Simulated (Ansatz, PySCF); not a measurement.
Potential energy curve for MgC, lowest singlet found (which spin is the ground state isn't settled by this scan).

Computed with: RCCSDT = CCSDT on RHF/aug-cc-pVDZ, frozen core (Ansatz, a quantum-chemistry and plane-wave program); RKS-LDA (SVWN5)/6-31G* = restricted LDA (SVWN5)/6-31G*, spherical d (PySCF 2.14.0); RHF/aug-cc-pVDZ (Ansatz).

Total energies in hartree (comparable only within one method and basis):

```csv
R / Å,RCCSDT,RKS-LDA (SVWN5)/6-31G*,RHF
1.89,-237.39262,-236.56959,-237.19668
1.99,-237.40128,-236.57594,-237.20652
2.04,-237.40355,-236.57712,-237.20958
2.14,-237.40510,-236.57660,-237.21321
2.19,-237.40473,-236.57525,-237.21413
2.24,-237.40379,-236.57337,-237.21462
2.35,-237.40022,-236.56788,-237.21473
2.44,-237.39633,-236.56251,-237.21422
2.60,-237.38845,-236.55218,-237.21282
2.76,-237.38056,-236.54185,-237.21138
2.92,-237.37353,-236.53224,-237.21016
3.16,-237.36549,-236.51980,-237.20885
3.49,-237.35913,-236.50688,-237.20782
```

The scan ran from 1.57 to 7.42 Å; beyond the distances shown full CI changes its symmetry label. The T1 diagnostic of CCSD on the restricted reference of RCCSDT exceeds 0.045 at 1.89 to 2.92 Å. The restricted form behind RKS-LDA (SVWN5)/6-31G*, RHF keeps the bonding electrons paired and can't separate into open-shell fragments.
